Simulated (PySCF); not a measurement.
Compound: C7H7NO2.
Z-matrix (Å and degrees, GFN2-xTB geometry), rows numbered from 1:
```
C 
C   1  1.3119
C   2  1.4512  1  153.57
C   3  1.3317  2   62.38  1  -179.67
N   4  1.3549  2  147.57  3  -178.41
C   5  1.3668  4  122.87  2  -177.56
O   6  1.2032  5  124.81  4    -0.43
C   6  1.5389  5  112.70  4  -179.06
C   8  1.4988  6  111.38  5   -52.87
O   9  1.2029  8  124.11  6    58.07
H   1  1.0757  2  121.29  3    -0.49
H   1  1.0763  2  121.59  3   179.67
H   3  1.0615  2  149.20  4  -179.79
H   5  1.0173  4  118.05  2    -6.23
H   8  1.0931  6  106.45  5    65.74
H   8  1.0882  6  108.53  5  -176.50
H   9  1.1030  8  114.92  6  -120.87
```

Probes without a nucleus sit at each ring's centroid and 1 Å off its mean plane on both sides; NICS is minus the shielding there, NICSzz its component along the normal. Level: GIAO PBE0/pcSseg-1 (PySCF, non-relativistic, gas phase) on the GFN2-xTB geometry, one conformer.

Ring bond lengths (Å), with Mayer bond orders in brackets: C2–C3 1.451 (0.86), C3–C4 1.332 (1.54), C4–C2 1.445 (0.94).

**Question.** Give the NICS values of each ring in ppm.

**Answer.** 
| ring | type | NICS(0) | NICS(1), two faces | NICS(1)zz, two faces | rms pucker (Å) | centre to ring atoms, mean (Å) |
| --- | --- | --- | --- | --- | --- | --- |
| C2–C3–C4 | 3-membered carbocycle; formal bonds 1 double, 2 single | -26.6 | -7.6 / -7.6 | -10.7 / -11.1 | 0.00 | 0.81 |

**Question.** What can be read from them?

**Answer.** 
- C2–C3–C4: mean NICS(1)zz -10.9 ppm, shielded. NICS(0) lies 19 ppm below the mean NICS(1).

**Question.** How equal are the bonds by HOMA? HOMA = 1 − mean of α(R − Ropt)² over the ring bonds, with Krygowski's 1993 parameters (CC: Ropt 1.388 Å, α 257.7 Å⁻²).

**Answer.** 
- C2–C3–C4: HOMA 0.11 = 1 − EN − GEO, with mean bond length 1.409 Å, EN = α(Ropt − mean)² = 0.117 and GEO = α × variance = 0.777.

**Question.** At the second NICS(1) probe listed for ring C2–C3–C4, 1 Å off the ring, how large is the induced field along the normal in 7.05 T applied along it?

**Answer.** NICSzz × B0 = -11.1 ppm × 7.05 T = -78 μT, against the applied field.

**Question.** How shielded are the nuclei of the rings and their hydrogens (means over atoms taken as equivalent)?

**Answer.** 
| atoms | environment | σ isotropic (ppm) |
| --- | --- | --- |
| C2 | fully substituted alkene carbon | 66.3 |
| C3 | alkene CH carbon | 76.9 |
| C4 | vinylic carbon bearing nitrogen | 49.0 |
| H13 | vinylic hydrogen | 24.94 |
